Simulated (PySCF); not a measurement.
# Molecular orbitals of LiZn⁺

r²SCAN at R = 2.672 Å; PySCF, spin-free X2C with a Gaussian nucleus, basis sets Li x2c-SVPall, Zn x2c-SVPall. State: ¹Σ⁺ (singlet), closed shell. Only the outer orbitals are listed, counted within each symmetry.

| orbital | occ. | ε (eV) | on Li (%) | main shells (%) |
| --- | --- | --- | --- | --- |
| 7σ | 2 | -16.25 | 0 | 100 Zn d |
| 3π | 2 | -16.21 | 0 | 100 Zn d |
| 3π | 2 | -16.21 | 0 | 100 Zn d |
| 1δ | 2 | -16.17 | 0 | 100 Zn d |
| 1δ | 2 | -16.17 | 0 | 100 Zn d |
| 8σ | 2 | -11.68 | 11 | 88 Zn s |
| 9σ | 0 | -6.62 | 46 | 44 Zn p, 38 Li s, 10 Zn s |
| 4π | 0 | -5.12 | 32 | 67 Zn p, 32 Li p |
| 4π | 0 | -5.12 | 32 | 67 Zn p, 32 Li p |

Q: Which are the highest filled and the lowest empty level, where do they sit, and how wide is the gap?

A: Highest filled 8σ at -11.68 eV (in %: 88 Zn s); lowest empty 9σ at -6.62 eV (in %: 44 Zn p, 38 Li s, 10 Zn s); the gap at r²SCAN is 5.06 eV.

* bond order (Mayer): 0.39
* ⟨S²⟩: 0.000
* charge on Li (Mulliken, basis-dependent): 0.78
* charge on Li (Löwdin, basis-dependent): 0.62
* dipole moment (positive dipole points towards Zn; it is taken about the centre of mass and depends on that origin): -8.26 D

Closed-shell solutions of metal pairs were not tested for spin polarisation, which can lower them a little.
